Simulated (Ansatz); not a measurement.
AsFH$_{4}$Sn (`[F][SnH2][AsH2]`), one more setting.

```yaml
crystal:
  periodic: [false, false, false]
  atoms:
    - {symbol: F, position_ang: [-2.369476, -0.090409, 0.350363]}
    - {symbol: Sn, position_ang: [-0.666129, -0.059670, -0.557664]}
    - {symbol: As, position_ang: [1.057335, -0.500453, 1.327047]}
    - {symbol: H, position_ang: [-0.762635, -1.337044, -1.685675]}
    - {symbol: H, position_ang: [-0.631783, 1.479959, -1.292542]}
    - {symbol: H, position_ang: [1.262676, 0.995153, 1.527506]}
    - {symbol: H, position_ang: [2.171212, -0.555635, 0.285165]}
basis:
  gaussian: {orbitals: def2-SVP, fitting: {mean_field: cc-pVTZ-jkfit}}
total_charge: -1
magnetization: {spin_polarized: false, initial_magnetization: 1}
hamiltonian: {xc: {name: wB97}}
output: {forces: true}
```

```sh
$ ansatz run in.yaml --threads 2 --pin off --events-out ev --progress --plain --max-ram 4352MiB
```

It prints (some lines left out):

```
Functional definition: wB97
Error: <dir> the basis set cc-pVTZ-JKFIT has no functions for Sn
```
